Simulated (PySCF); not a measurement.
Species: C9H16.
Numbering: `[CH3:1][C:2]#[C:3][CH2:4][CH2:5][C:6]([CH3:7])([CH3:8])[CH3:9]` (hydrogens: H10, H11, H12 on C1; H13, H14 on C4; H15, H16 on C5; H17, H18, H19 on C7; H20, H21, H22 on C8; H23, H24, H25 on C9)

Geometry (GFN2-xTB, Å), atoms numbered from 1 in this order:
```xyz
25
C9H16 angstrom
C      4.5823    0.9876   -0.8241
C      3.2672    0.4114   -0.6334
C      2.1853   -0.0812   -0.4819
C      0.8701   -0.6655   -0.2935
C     -0.1159    0.3777    0.2438
C     -1.5488   -0.1307    0.4829
C     -1.5650   -1.2547    1.5214
C     -2.3784    1.0439    1.0133
C     -2.1776   -0.6307   -0.8199
H      4.5459    2.0662   -0.6714
H      5.2869    0.5555   -0.1135
H      4.9353    0.7865   -1.8356
H      0.5239   -1.0556   -1.2541
H      0.9590   -1.5005    0.4061
H      0.2774    0.7693    1.1855
H     -0.1540    1.2105   -0.4631
H     -2.5903   -1.5256    1.7644
H     -1.0659   -2.1447    1.1467
H     -1.0694   -0.9385    2.4368
H     -3.4042    0.7334    1.2001
H     -1.9594    1.4194    1.9446
H     -2.3934    1.8585    0.2924
H     -3.2251   -0.8776   -0.6598
H     -1.6760   -1.5249   -1.1813
H     -2.1208    0.1347   -1.5910
```

ESP-fitted charges (e) from the PBE0/pcSseg-1 density (PySCF), one withheld:

| atom | bonded to | charge |
| --- | --- | --- |
| C1 | C2 H10 H11 H12 | -0.5501 |
| C2 | C1 C3 | +0.1811 |
| C3 | C2 C4 | -0.4501 |
| C4 | C3 C5 H13 H14 | +0.1950 |
| C5 | C4 C6 H15 H16 | -0.1217 |
| C6 | C5 C7 C8 C9 | +0.6026 |
| C7 | C6 H17 H18 H19 | -0.4237 |
| C8 | C6 H20 H21 H22 | -0.6431 |
| C9 | C6 H23 H24 H25 | ? |
| H10 | C1 | +0.1787 |
| H11 | C1 | +0.1797 |
| H12 | C1 | +0.1805 |
| H13 | C4 | +0.0393 |
| H14 | C4 | +0.0390 |
| H15 | C5 | +0.0343 |
| H16 | C5 | +0.0322 |
| H17 | C7 | +0.0979 |
| H18 | C7 | +0.0696 |
| H19 | C7 | +0.0935 |
| H20 | C8 | +0.1552 |
| H21 | C8 | +0.1364 |
| H22 | C8 | +0.1379 |
| H23 | C9 | +0.0992 |
| H24 | C9 | +0.0723 |
| H25 | C9 | +0.0958 |

Q: What is the charge on C9?

A: The charges add up to the total charge, 0. The others sum to +0.4315, which leaves -0.4315 e for C9 (methyl carbon).

Q: Add each hydrogen's charge to the atom that carries it.

A: C1 -0.0112, C4 +0.2733, C5 -0.0552, C7 -0.1627, C8 -0.2136, C9 -0.1642. Atoms without hydrogen keep their charges.

Q: Across which bond do the charges differ most?

A: C6–C8: +0.6026 on C6 against -0.6431 on C8, a difference of 1.2457 e.

Q: Take the bonds between elements whose Pauling electronegativities differ by more than 0.25. In how many does the more electronegative atom carry the lower charge?

A: In 14 of 16; it doesn't in C4–H13 and C4–H14.

Q: How much positive and how much negative charge does this set hold in all?

A: +2.6202 e on 19 atoms and -2.6202 e on 6.

The ESP scheme is a least-squares fit of atom-centred charges to the potential on four shells outside the van der Waals surface, with the total charge fixed. Isolated species at its GFN2-xTB geometry (one conformer only). GFN2-xTB frequencies show an imaginary mode (31i cm⁻¹), so this geometry is no minimum at that level.
